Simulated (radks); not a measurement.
Values are calculated unless marked as measured or tabulated.
Question: The xenon ion Xe1.5+, 52.5 electrons, occupied as [Kr] 4d10 5p(up 2.5, down 2.5) 5s(up 1, down 0.5) (fractional occupations, a model configuration). Code: a radial shooting solver on a logarithmic mesh with Libxc functionals. Model: scalar-relativistic Kohn-Sham, PBE, spin-polarised, spherical densities, finite nucleus; Fermi nuclear charge, rms radius 4.7859 fm. Some entries of the table are withheld. Estimate them.

orbital  occ.  eigenvalue (eV)  <1/r> (bohr^-1)  <r> (bohr)
1s up       1        -34386.95            58.10     0.02666
1s down     1        -34386.92            58.10     0.02666
2s up       1        -5365.610            13.33      0.1146
2s down     1        -5365.590            13.33      0.1146
2p up       3        -4816.376            12.73      0.1003
2p down     3        -4816.355            12.73      0.1003
3s up       1        -1110.527            4.792      0.3064
3s down     1        -1110.496            4.792      0.3064
3p up       3        -933.1193            4.553      0.3044
3p down     3        -933.0879            4.553      0.3044
3d up       5        -670.0110            4.311      0.2809
3d down     5        -669.9818            4.311      0.2809
4s up       1        -213.7384            1.951      0.7166
4s down     1        -213.6740            1.952      0.7165
4p up       3        -157.5493              (1)      0.7646
4p down     3        -157.4771              (2)      0.7644
4d up       5         -75.6124            1.514      0.8752
4d down     5         -75.4960            1.516      0.8741
5s up       1         -34.6720           0.7269       1.799
5s down   0.5         -34.2390           0.7257       1.802
5p up     2.5         -22.2062           0.6083       2.122
5p down   2.5         -21.8347           0.6051       2.133

Answer: 
(1) 4p up <1/r> (bohr^-1): 1.791
(2) 4p down <1/r> (bohr^-1): 1.791
